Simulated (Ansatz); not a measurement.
`C[N](C)[Mg][F]` + NH₃ → `C[N](C)[Mg][NH2]` + H–F at 400 K and 1 bar (ligand exchange at a Mg–F bond).

Calculated with Ansatz (gas phase, PBE0-D4/def2-TZVP geometries, no zero-point term in ΔE). CBS: MP2 limit from def2 TZ/QZ plus the TZ coupled-cluster correction, frozen cores. This one scheme is used for every species. For Mg outer-core shells are correlated without core-valence functions, which leaves a few kJ/mol of doubt a bond. One conformer a species, not always the lowest.

| species | CCSD(T)/CBS energy (Eh) | H − E (kJ/mol) | S (J/(mol·K)) |
| --- | --- | --- | --- |
| `C[N](C)[Mg][F]` | -434.17400 | 250.6 | 377.6 |
| NH₃ | -56.50880 | 104.2 | 203.1 |
| `C[N](C)[Mg][NH2]` | -390.24119 | 314.2 | 405.6 |
| H–F | -100.39570 | 36.5 | 182.2 |

H − E and S are ideal-gas, rigid-rotor, harmonic terms from PBE0-D4/def2-TZVP, for one conformer and one mirror image of each species. 1 Eh = 2625.50 kJ/mol, R = 8.31446 J/(mol·K).

By hand: ΔE, ΔH, ΔS and ΔG.

ΔE = (-390.24119) + (-100.39570) − (-434.17400) − (-56.50880) = 0.04591 Eh = 120.5 kJ/mol. Δ(H − E) = 314.2 + 36.5 − 250.6 − 104.2 = -4.1, so ΔH = 116.4 kJ/mol. ΔS = 405.6 + 182.2 − 377.6 − 203.1 = 7.1 J/(mol·K). ΔG = 116.4 − 400 × (7.1)/1000 = 113.6 kJ/mol.

By hand: the equilibrium constant, and the temperature at which ΔG would vanish if ΔH and ΔS stayed fixed.

log₁₀ K = −ΔG/(RT ln 10) = -14.8. ΔG = 0 at ΔH/ΔS = 16394 K, far beyond where these terms or the molecules hold.

The number of gas molecules stays the same, so ΔS is small and ΔH decides. A doubt of 5 kJ/mol in ΔE shifts log₁₀ K by 0.7 here. Other conformers and mirror images would add mixing entropy, several J/(mol·K) or more a flexible species. These are equilibria of isolated gas molecules and say nothing of rates. Largest T1 diagnostic: 0.011 (customary marks: 0.02 for closed shells, 0.045 for open ones).
